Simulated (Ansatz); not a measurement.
Ansatz (a program for electronic structure) input (B3LYP-D3(BJ)/def2-TZVP):

Ansatz 0.2 input:
```yaml
crystal:
  periodic: [false, false, false]
  atoms:
    - {symbol: C, position_ang: [3.53310130, -0.03589951, 0.67359730]}
    - {symbol: C, position_ang: [2.35463724, -0.72560393, -0.00755698]}
    - {symbol: C, position_ang: [1.08743007, 0.12501991, -0.01033357]}
    - {symbol: C, position_ang: [-0.10469608, -0.57555667, -0.69853606]}
    - {symbol: C, position_ang: [-1.34376352, 0.24454664, -0.72200919]}
    - {symbol: C, position_ang: [-2.22072172, 0.37926890, 0.46658902]}
    - {symbol: O, position_ang: [-3.58767311, 0.62511963, 0.13091638]}
    - {symbol: H, position_ang: [3.78080555, 0.90361459, 0.17387671]}
    - {symbol: H, position_ang: [3.30353290, 0.19591414, 1.71636840]}
    - {symbol: H, position_ang: [4.42524493, -0.66469311, 0.66126049]}
    - {symbol: H, position_ang: [2.62124247, -0.97529694, -1.03966182]}
    - {symbol: H, position_ang: [2.14721843, -1.67760211, 0.49181465]}
    - {symbol: H, position_ang: [1.28299356, 1.07611503, -0.51541129]}
    - {symbol: H, position_ang: [0.81232874, 0.37467716, 1.01927416]}
    - {symbol: H, position_ang: [-0.29332110, -1.51905281, -0.17245633]}
    - {symbol: H, position_ang: [0.19254340, -0.83581532, -1.71889409]}
    - {symbol: H, position_ang: [-1.50369725, 0.94879733, -1.53196255]}
    - {symbol: H, position_ang: [-1.93217211, 1.23851912, 1.08695465]}
    - {symbol: H, position_ang: [-2.12714658, -0.51188412, 1.10443934]}
    - {symbol: H, position_ang: [-3.84411177, -0.02490177, -0.53343652]}
basis:
  gaussian:
    orbitals: def2-TZVP
hamiltonian:
  xc: b3lyp
  dispersion: d3bj
magnetization: {spin_polarized: true, initial_magnetization: 1}
phonons: {temperatures: {t_min: 298.15, t_max: 298.15, t_step: 100}}
```

Output:

```
Functional definition: B3LYP
integrals: 0.27 GiB planned
1803 factors; their error is unknown
0.36 GiB of the device are held for the grids
1.94 GiB of device memory are held for the factors and their scratch space
mean field: 2.28 GiB planned
mean field evaluation 1: about -8465.7903 eV, gradient 6.2e1 eV
mean field evaluation 2: about -8452.5851 eV, gradient 8.1e1 eV
mean field evaluation 4: about -8483.2308 eV, gradient 5.4e0 eV
mean field evaluation 8: about -8483.3453 eV, gradient 8.2e-2 eV
mean field evaluation 16: about -8483.3009 eV, gradient 5.7e-4 eV
mean field -8483.30093440 eV, -311.7555591512 hartree, gradient 7.3e-5 eV, S^2 0.754038; 0 other end points of the search recorded, 0 dependent functions left out
the calculation of the forces begins
reference -8483.30128989 eV, -311.7555722155 hartree; 29, 28 occupied and 266, 267 virtual orbitals, 1803 factors
these checks for a lower state are left out or cut short: stability, starts, cluster_reference, orbital_swaps, neighbouring_geometries, increment
integrals: 0.27 GiB planned
1803 factors; their error is unknown
0.36 GiB of the device are held for the grids
1.94 GiB of device memory are held for the factors and their scratch space
mean field: 2.28 GiB planned
mean field -8483.30083118 eV, -311.7555553580 hartree, gradient 1.8e-6 eV, S^2 0.754038; 0 other end points of the search recorded, 0 dependent functions left out
the calculation of the forces begins
reference -8483.30118663 eV, -311.7555684206 hartree; 29, 28 occupied and 266, 267 virtual orbitals, 1803 factors
these checks for a lower state are left out or cut short: stability, starts, cluster_reference, orbital_swaps, neighbouring_geometries, increment
integrals: 0.27 GiB planned
1803 factors; their error is unknown
0.36 GiB of the device are held for the grids
1.94 GiB of device memory are held for the factors and their scratch space
mean field: 2.28 GiB planned
mean field evaluation 32: about -8483.3007 eV, gradient 8.6e-7 eV
mean field -8483.30072865 eV, -311.7555515903 hartree, gradient 1.8e-6 eV, S^2 0.754038; 0 other end points of the search recorded, 0 dependent functions left out
the calculation of the forces begins
reference -8483.30108420 eV, -311.7555646563 hartree; 29, 28 occupied and 266, 267 virtual orbitals, 1803 factors
these checks for a lower state are left out or cut short: stability, starts, cluster_reference, orbital_swaps, neighbouring_geometries, increment
integrals: 0.27 GiB planned
1803 factors; their error is unknown
0.36 GiB of the device are held for the grids
1.94 GiB of device memory are held for the factors and their scratch space
mean field: 2.28 GiB planned
mean field -8483.30077163 eV, -311.7555531695 hartree, gradient 1.8e-6 eV, S^2 0.754038; 0 other end points of the search recorded, 0 dependent functions left out
the calculation of the forces begins
reference -8483.30112708 eV, -311.7555662320 hartree; 29, 28 occupied and 266, 267 virtual orbitals, 1803 factors
these checks for a lower state are left out or cut short: stability, starts, cluster_reference, orbital_swaps, neighbouring_geometries, increment
integrals: 0.27 GiB planned
1803 factors; their error is unknown
0.36 GiB of the device are held for the grids
1.94 GiB of device memory are held for the factors and their scratch space
mean field: 2.29 GiB planned
mean field -8483.30076785 eV, -311.7555530308 hartree, gradient 1.8e-6 eV, S^2 0.754037; 0 other end points of the search recorded, 0 dependent functions left out
[...]
1803 factors; their error is unknown
0.36 GiB of the device are held for the grids
1.94 GiB of device memory are held for the factors and their scratch space
mean field: 2.28 GiB planned
mean field -8483.30086000 eV, -311.7555564173 hartree, gradient 1.8e-6 eV, S^2 0.754038; 0 other end points of the search recorded, 0 dependent functions left out
the calculation of the forces begins
reference -8483.30121549 eV, -311.7555694810 hartree; 29, 28 occupied and 266, 267 virtual orbitals, 1803 factors
these checks for a lower state are left out or cut short: stability, starts, cluster_reference, orbital_swaps, neighbouring_geometries, increment
integrals: 0.27 GiB planned
1803 factors; their error is unknown
0.36 GiB of the device are held for the grids
1.94 GiB of device memory are held for the factors and their scratch space
mean field: 2.28 GiB planned
mean field evaluation 800: about -8483.3009 eV, gradient 6.4e-4 eV
mean field -8483.30087260 eV, -311.7555568803 hartree, gradient 1.8e-6 eV, S^2 0.754038; 0 other end points of the search recorded, 0 dependent functions left out
the calculation of the forces begins
reference -8483.30122812 eV, -311.7555699452 hartree; 29, 28 occupied and 266, 267 virtual orbitals, 1803 factors
these checks for a lower state are left out or cut short: stability, starts, cluster_reference, orbital_swaps, neighbouring_geometries, increment
integrals: 0.27 GiB planned
1803 factors; their error is unknown
0.36 GiB of the device are held for the grids
1.94 GiB of device memory are held for the factors and their scratch space
mean field: 2.28 GiB planned
mean field -8483.30091694 eV, -311.7555585098 hartree, gradient 1.8e-6 eV, S^2 0.754039; 0 other end points of the search recorded, 0 dependent functions left out
the calculation of the forces begins
reference -8483.30127247 eV, -311.7555715752 hartree; 29, 28 occupied and 266, 267 virtual orbitals, 1803 factors
these checks for a lower state are left out or cut short: stability, starts, cluster_reference, orbital_swaps, neighbouring_geometries, increment
integrals: 0.27 GiB planned
1803 factors; their error is unknown
0.36 GiB of the device are held for the grids
1.94 GiB of device memory are held for the factors and their scratch space
mean field: 2.28 GiB planned
mean field -8483.30086784 eV, -311.7555567054 hartree, gradient 1.8e-6 eV, S^2 0.754037; 0 other end points of the search recorded, 0 dependent functions left out
the calculation of the forces begins
reference -8483.30122331 eV, -311.7555697686 hartree; 29, 28 occupied and 266, 267 virtual orbitals, 1803 factors
these checks for a lower state are left out or cut short: stability, starts, cluster_reference, orbital_swaps, neighbouring_geometries, increment
integrals: 0.27 GiB planned
1803 factors; their error is unknown
0.36 GiB of the device are held for the grids
1.94 GiB of device memory are held for the factors and their scratch space
mean field: 2.28 GiB planned
mean field -8483.30087486 eV, -311.7555569633 hartree, gradient 1.8e-6 eV, S^2 0.754038; 0 other end points of the search recorded, 0 dependent functions left out
the calculation of the forces begins
reference -8483.30123033 eV, -311.7555700265 hartree; 29, 28 occupied and 266, 267 virtual orbitals, 1803 factors
these checks for a lower state are left out or cut short: stability, starts, cluster_reference, orbital_swaps, neighbouring_geometries, increment
integrals: 0.27 GiB planned
1803 factors; their error is unknown
0.36 GiB of the device are held for the grids
1.94 GiB of device memory are held for the factors and their scratch space
mean field: 2.28 GiB planned
mean field -8483.30094092 eV, -311.7555593909 hartree, gradient 1.8e-6 eV, S^2 0.754038; 0 other end points of the search recorded, 0 dependent functions left out
the calculation of the forces begins
reference -8483.30129645 eV, -311.7555724563 hartree; 29, 28 occupied and 266, 267 virtual orbitals, 1803 factors
these checks for a lower state are left out or cut short: stability, starts, cluster_reference, orbital_swaps, neighbouring_geometries, increment
integrals: 0.27 GiB planned
1803 factors; their error is unknown
0.36 GiB of the device are held for the grids
1.94 GiB of device memory are held for the factors and their scratch space
mean field: 2.28 GiB planned
mean field evaluation 832: about -8483.3404 eV, gradient 5.4e-1 eV
mean field -8483.30085826 eV, -311.7555563533 hartree, gradient 1.8e-6 eV, S^2 0.754038; 0 other end points of the search recorded, 0 dependent functions left out
the calculation of the forces begins
reference -8483.30121378 eV, -311.7555694182 hartree; 29, 28 occupied and 266, 267 virtual orbitals, 1803 factors
these checks for a lower state are left out or cut short: stability, starts, cluster_reference, orbital_swaps, neighbouring_geometries, increment
integrals: 0.27 GiB planned
1803 factors; their error is unknown
0.36 GiB of the device are held for the grids
1.94 GiB of device memory are held for the factors and their scratch space
mean field: 2.28 GiB planned
mean field -8483.30086558 eV, -311.7555566224 hartree, gradient 1.8e-6 eV, S^2 0.754038; 0 other end points of the search recorded, 0 dependent functions left out
the calculation of the forces begins
reference -8483.30122107 eV, -311.7555696861 hartree; 29, 28 occupied and 266, 267 virtual orbitals, 1803 factors
these checks for a lower state are left out or cut short: stability, starts, cluster_reference, orbital_swaps, neighbouring_geometries, increment
integrals: 0.27 GiB planned
1803 factors; their error is unknown
0.36 GiB of the device are held for the grids
1.94 GiB of device memory are held for the factors and their scratch space
mean field: 2.28 GiB planned
mean field -8483.30085404 eV, -311.7555561982 hartree, gradient 1.8e-6 eV, S^2 0.754037; 0 other end points of the search recorded, 0 dependent functions left out
the calculation of the forces begins
reference -8483.30120955 eV, -311.7555692628 hartree; 29, 28 occupied and 266, 267 virtual orbitals, 1803 factors
these checks for a lower state are left out or cut short: stability, starts, cluster_reference, orbital_swaps, neighbouring_geometries, increment
integrals: 0.27 GiB planned
1803 factors; their error is unknown
0.36 GiB of the device are held for the grids
1.94 GiB of device memory are held for the factors and their scratch space
mean field: 2.28 GiB planned
mean field -8483.30086527 eV, -311.7555566107 hartree, gradient 1.8e-6 eV, S^2 0.754038; 0 other end points of the search recorded, 0 dependent functions left out
the calculation of the forces begins
reference -8483.30122075 eV, -311.7555696746 hartree; 29, 28 occupied and 266, 267 virtual orbitals, 1803 factors
Total energy: -8483.98309861 eV, -311.7806282237 hartree
Atom 0 at     3.533101    -0.035900     0.673597 Å, force    -0.000170    -0.000078     0.000073 eV/Å
Atom 1 at     2.354637    -0.725604    -0.007557 Å, force    -0.000412     0.000417     0.000206 eV/Å
Atom 2 at     1.087430     0.125020    -0.010334 Å, force     0.000559    -0.000141    -0.000251 eV/Å
Atom 3 at    -0.104696    -0.575557    -0.698536 Å, force    -0.000436    -0.000144    -0.000230 eV/Å
Atom 4 at    -1.343764     0.244547    -0.722009 Å, force     0.000912     0.000147    -0.000247 eV/Å
Atom 5 at    -2.220722     0.379269     0.466589 Å, force    -0.000167    -0.000435     0.000423 eV/Å
Atom 6 at    -3.587673     0.625120     0.130916 Å, force     0.000512     0.000405     0.001010 eV/Å
Atom 7 at     3.780806     0.903615     0.173877 Å, force     0.000146    -0.000014    -0.000018 eV/Å
Atom 8 at     3.303533     0.195914     1.716368 Å, force    -0.000096     0.000067     0.000218 eV/Å
Atom 9 at     4.425245    -0.664693     0.661260 Å, force     0.000027     0.000061    -0.000026 eV/Å
Atom 10 at     2.621242    -0.975297    -1.039662 Å, force     0.000450    -0.000206    -0.000134 eV/Å
Atom 11 at     2.147218    -1.677602     0.491815 Å, force    -0.000079    -0.000048    -0.000150 eV/Å
Atom 12 at     1.282994     1.076115    -0.515411 Å, force     0.000263    -0.000035     0.000011 eV/Å
Atom 13 at     0.812329     0.374677     1.019274 Å, force    -0.000061     0.000402     0.000168 eV/Å
Atom 14 at    -0.293321    -1.519053    -0.172456 Å, force    -0.000478     0.000117    -0.000007 eV/Å
Atom 15 at     0.192543    -0.835815    -1.718894 Å, force     0.000020    -0.000138    -0.000261 eV/Å
Atom 16 at    -1.503697     0.948797    -1.531963 Å, force    -0.000121     0.000180    -0.000233 eV/Å
Atom 17 at    -1.932172     1.238519     1.086955 Å, force     0.000240     0.000187     0.000087 eV/Å
Atom 18 at    -2.127147    -0.511884     1.104439 Å, force    -0.000079    -0.000005     0.000453 eV/Å
Atom 19 at    -3.844112    -0.024902    -0.533437 Å, force    -0.001029    -0.000738    -0.001093 eV/Å
Dipole moment:     0.317910    -0.235058    -0.122953 e Å
Vibrations: 38.42 49.75 83.08 117.41 182.58 242.98 284.35 315.56 343.50 394.07 482.93 588.09 738.46 792.77 885.07 902.53 920.54 981.42 1008.87 1033.87 1055.89 1111.23 1143.15 1160.43 1184.14 1243.28 1277.28 1305.10 1332.35 1338.59 1345.79 1380.49 1389.23 1415.41 1428.20 1480.84 1487.69 1490.18 1498.87 1499.61 1511.64 2959.15 2981.02 2995.47 3009.40 3019.03 3026.69 3027.63 3037.67 3061.15 3086.17 3090.55 3152.56 3781.88 cm⁻¹, zero-point energy 4.878407 eV
```

It need not be the lowest isomer of its formula.
